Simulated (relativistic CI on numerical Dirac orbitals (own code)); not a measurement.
## Ligand-field terms of d2

Computed with a parametric ligand-field model of a d^n configuration (Racah B and C, spin-orbit zeta, crystal field), exact diagonalisation.

Field parameters in Wybourne normalisation: Oh B⁴₀ = 21Dq, B⁴₄ = √(5/14) B⁴₀. The field is a parameter set, without covalency.

(1) Lowest levels for B = 650, C = 3020, ζ = 600 cm⁻¹, Oh, 10Dq = 13600 cm⁻¹?

(2) Lowest levels for B = 950, C = 3550, ζ = 800 cm⁻¹, Oh, 10Dq = 39800 cm⁻¹?

(3) Lowest levels for B = 990, C = 4680, ζ = 390 cm⁻¹, Oh, 10Dq = 19600 cm⁻¹?

(4) Lowest levels for B = 690, C = 3130, ζ = 50 cm⁻¹, Oh, 10Dq = 17400 cm⁻¹?

(5) Lowest levels for B = 750, C = 3430, ζ = 850 cm⁻¹, Oh, 10Dq = 16900 cm⁻¹?

Answers

(1) E 0 (S 1.00), T2 46 (S 1.00), T1 864 (S 1.00), A1 1262 (S 1.00), T2 10556 (S 0.18), E 10978 (S 0.02), A2 12606 (S 1.00), T2 12973 (S 0.93), T1 13067 (S 1.00) cm⁻¹, with S from ⟨S²⟩ = S(S + 1). The ground level has 0.05 electrons in the cubic e pair.

(2) E 0 (S 1.00), T2 24 (S 1.00), T1 1025 (S 1.00), A1 1487 (S 1.00), T2 13722 (S 0.01), E 13892 (S 0.01), A1 30880 (S 0.01), A2 37776 (S 1.00), T2 37990 (S 1.00) cm⁻¹, with S from ⟨S²⟩ = S(S + 1). The ground level has 0.02 electrons in the cubic e pair.

(3) E 0 (S 1.00), T2 14 (S 1.00), T1 539 (S 1.00), A1 800 (S 1.00), T2 16041 (S 0.11), E 16463 (S 0.00), A2 17914 (S 1.00), T2 18123 (S 0.96), T1 18210 (S 1.00) cm⁻¹, with S from ⟨S²⟩ = S(S + 1). The ground level has 0.04 electrons in the cubic e pair.

(4) E 0 (S 1.00), T2 0 (S 1.00), T1 65 (S 1.00), A1 97 (S 1.00), T2 10802 (S 0.00), E 10971 (S 0.00), A2 16043 (S 1.00), T2 16056 (S 1.00), T1 16080 (S 1.00) cm⁻¹, with S from ⟨S²⟩ = S(S + 1). The ground level has 0.03 electrons in the cubic e pair.

(5) E 0 (S 1.00), T2 72 (S 1.00), T1 1229 (S 1.00), A1 1783 (S 1.00), T2 12212 (S 0.14), E 12675 (S 0.02), A2 15783 (S 1.00), T2 16228 (S 0.95), T1 16436 (S 1.00) cm⁻¹, with S from ⟨S²⟩ = S(S + 1). The ground level has 0.05 electrons in the cubic e pair.
